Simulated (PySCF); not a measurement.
Pb(OMe)(NH2) (CH5NOPb), SMILES [Pb]([NH2])[O]C (connectivity only; charge and spin as stated), neutral, multiplicity 1. Atoms are numbered in the order given.

```xyz
9

Pb     0.1564     0.4673     0.0000
O      0.8242    -1.5513     0.0000
C     -0.0334    -2.6477     0.0000
H     -0.6984    -2.6890     0.8915
H      0.5568    -3.5850     0.0000
H     -0.6984    -2.6890    -0.8915
N     -1.9174    -0.0842     0.0000
H     -2.2653    -1.0409     0.0000
H     -2.6944     0.5730     0.0000
```

The structure is a stationary point at r2SCAN-D4/def2-SVP. The structure was generated by enumeration; whether it is a known compound was not checked. The def2 effective core potentials stand for the cores of Pb; spin–orbit coupling is left out. Other conformers were not sampled.

Calculation: M06-2X/def2-TZVP (PySCF).

ESP charges are fitted to the potential on shells at 1.4 to 2.0 van der Waals radii. Atomic charges (e):

| atom | Mulliken | ESP fit | Löwdin |
|---|---|---|---|
| Pb1 | [?] | 0.57 | 0.61 |
| O2 | -0.62 | -0.48 | -0.21 |
| C3 | -0.25 | 0.08 | -0.46 |
| H4 | [?] | 0.03 | 0.09 |
| H5 | [?] | 0.01 | 0.10 |
| H6 | [?] | 0.03 | 0.09 |
| N7 | -0.91 | -0.78 | -0.49 |
| H8 | [?] | 0.24 | 0.13 |
| H9 | [?] | 0.29 | 0.13 |

Q: What belongs in the gaps? (The exact figures need the calculation; the answer reports its results.)

A: 
- Pb1, Mulliken: 0.93
- H4, Mulliken: 0.12
- H5, Mulliken: 0.12
- H6, Mulliken: 0.12
- H8, Mulliken: 0.25
- H9, Mulliken: 0.24
